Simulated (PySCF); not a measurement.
Breaking a bond: GaN, triplet.

Levels: UKS-wB97X-V = PySCF with unrestricted wB97X-V/cc-pVDZ; UHF/cc-pVDZ (PySCF); UMP2/6-31G* = unrestricted MP2 (frozen core)/6-31G*, spherical d run with PySCF.

Energies are in mEh, each relative to the lowest point of its own curve near equilibrium.

| R / Å | UKS-wB97X-V | UHF | UMP2/6-31G* |
|---|---|---|---|
| 1.48 | 95.3 | 131.3 | 106.3 |
| 1.58 | 45.7 | 72.8 | 65.5 |
| 1.67 | 21.6 | 39.4 | 39.6 |
| 1.73 | 12.7 | 24.3 | 26.0 |
| 1.81 | 10.6 | 10.7 | 11.8 |
| 1.85 | 5.3 | 6.3 | 6.5 |
| 1.91 | 1.9 | 2.0 | 2.0 |
| 1.98 | 0.0 | 0.0 | 0.0 |
| 2.06 | 0.7 | 0.6 | 0.7 |
| 2.15 | 4.0 | 3.7 | 4.2 |
| 2.29 | 12.5 | 10.7 | 14.2 |

At the longest distance, 2.29 Å, UMP2/6-31G* lies highest above its minimum (14.2 mEh) and UHF lowest (10.7 mEh).

The scan ran from 1.48 to 7.44 Å; beyond the distances shown one of the unrestricted levels run for this scan, shown here or not, changes its spin distribution in one step. The unrestricted determinant behind UHF, UMP2/6-31G* is spin-contaminated at 1.58 to 1.73, 2.29 Å (<S²> up to 2.2, against 2.00 for a pure triplet).
